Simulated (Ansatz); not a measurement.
`C[SiH](C)C#N` + `[NH2][GaH2]` → `C[SiH](C)[NH][GaH2]` + `C#N` at 298.15 K and 1 bar (ligand exchange at the Si–C bond).

Program: Ansatz. Geometries: PBE0-D4/def2-TZVP. ΔE: electronic, gas phase. CCSD(T)/CBS is the MP2 limit (def2-TZVPP, def2-QZVPP) plus CCSD(T) − MP2 in def2-TZVPP, frozen cores. This one scheme is used for every species. For Ga outer-core shells are correlated without core-valence functions, which leaves a few kJ/mol of doubt a bond. Scalar relativity is left out up to krypton. Each species was taken in one conformer, which may not be the lowest.

```json
{"species": "`C[SiH](C)C#N`", "CCSD(T)/CBS energy (Eh)": "-462.17463", "H − E (kJ/mol)": "261.2", "S (J/(mol·K))": "350.0"}
{"species": "`[NH2][GaH2]`", "CCSD(T)/CBS energy (Eh)": "-1981.05479", "H − E (kJ/mol)": "115.2", "S (J/(mol·K))": "263.8"}
{"species": "`C[SiH](C)[NH][GaH2]`", "CCSD(T)/CBS energy (Eh)": "-2349.91257", "H − E (kJ/mol)": "322.2", "S (J/(mol·K))": "399.6"}
{"species": "`C#N`", "CCSD(T)/CBS energy (Eh)": "-93.32098", "H − E (kJ/mol)": "52.4", "S (J/(mol·K))": "201.2"}
```

H − E and S are ideal-gas, rigid-rotor, harmonic terms from PBE0-D4/def2-TZVP, for one conformer and one mirror image of each species. 1 Eh = 2625.50 kJ/mol, R = 8.31446 J/(mol·K).

Problem. By hand: ΔE, ΔH, ΔS and ΔG.

Solution. ΔE = (-2349.91257) + (-93.32098) − (-462.17463) − (-1981.05479) = -0.00413 Eh = -10.8 kJ/mol. Δ(H − E) = 322.2 + 52.4 − 261.2 − 115.2 = -1.8, so ΔH = -12.6 kJ/mol. ΔS = 399.6 + 201.2 − 350.0 − 263.8 = -13.0 J/(mol·K). ΔG = -12.6 − 298.15 × (-13.0)/1000 = -8.7 kJ/mol.

Problem. By hand: the equilibrium constant, and the temperature at which ΔG would vanish if ΔH and ΔS stayed fixed.

Solution. log₁₀ K = −ΔG/(RT ln 10) = 1.5. ΔG = 0 at ΔH/ΔS = 969 K, though so small a ΔS makes that figure unsure.

The number of gas molecules stays the same, so ΔS is small and ΔH decides. A doubt of 5 kJ/mol in ΔE shifts log₁₀ K by 0.9 here. Other conformers and mirror images would add mixing entropy, several J/(mol·K) or more a flexible species. Modes under 60 cm⁻¹, often nearly free rotors, make the harmonic entropy too high. These are equilibria of isolated gas molecules and say nothing of rates. Largest T1 diagnostic: 0.014 (customary marks: 0.02 for closed shells, 0.045 for open ones).
